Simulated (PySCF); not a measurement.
**Computed NMR parameters against published values**

Geometry:
| atom | x (Å) | y (Å) | z (Å) |
| --- | --- | --- | --- |
| C1 | 3.070 | -1.244 | 0.649 |
| C2 | 3.132 | 0.059 | -0.135 |
| C3 | 1.768 | 0.658 | -0.472 |
| C4 | 0.953 | -0.188 | -1.434 |
| Se5 | -0.762 | 0.607 | -1.972 |
| Si6 | -1.944 | 0.323 | -0.021 |
| C7 | -3.746 | 0.253 | -0.549 |
| C8 | -1.690 | 1.774 | 1.149 |
| C9 | -1.426 | -1.280 | 0.815 |
| H10 | 2.573 | -2.046 | 0.082 |
| H11 | 4.077 | -1.605 | 0.908 |
| H12 | 2.514 | -1.112 | 1.592 |
| H13 | 3.706 | 0.803 | 0.442 |
| H14 | 3.701 | -0.097 | -1.070 |
| H15 | 1.197 | 0.807 | 0.461 |
| H16 | 1.897 | 1.662 | -0.907 |
| H17 | 1.495 | -0.327 | -2.383 |
| H18 | 0.744 | -1.189 | -1.034 |
| H19 | -3.937 | -0.626 | -1.182 |
| H20 | -4.404 | 0.199 | 0.333 |
| H21 | -4.024 | 1.152 | -1.121 |
| H22 | -2.334 | 1.676 | 2.039 |
| H23 | -0.645 | 1.842 | 1.489 |
| H24 | -1.941 | 2.720 | 0.645 |
| H25 | -1.507 | -2.134 | 0.125 |
| H26 | -0.394 | -1.234 | 1.193 |
| H27 | -2.088 | -1.471 | 1.676 |

Non-relativistic Hamiltonian, a single conformation, no solvent, rapidly exchanging positions averaged. KT3/pcSseg-1 with gauge-including orbitals; structure optimised with PBE0-D3(BJ)/def2-SVP; PySCF 2.14.

Reference values: measured (solution; U. Herzog, Habilitationsschrift, TU Bergakademie Freiberg, 2002/2003).
```tsv
atoms	quantity	reference	computed
Se5	δ 77Se vs Me2Se	-108.0	-165.1
Si6	δ 29Si vs TMS	11.3	22.0
```

Computed shifts are σ(ref) − σ with the named reference compound (TMS for H and C) calculated as an isolated molecule at the same level.

Relativistic effects, spin–orbit coupling among them, are left out; they matter for Se and for the light atoms bonded to it.
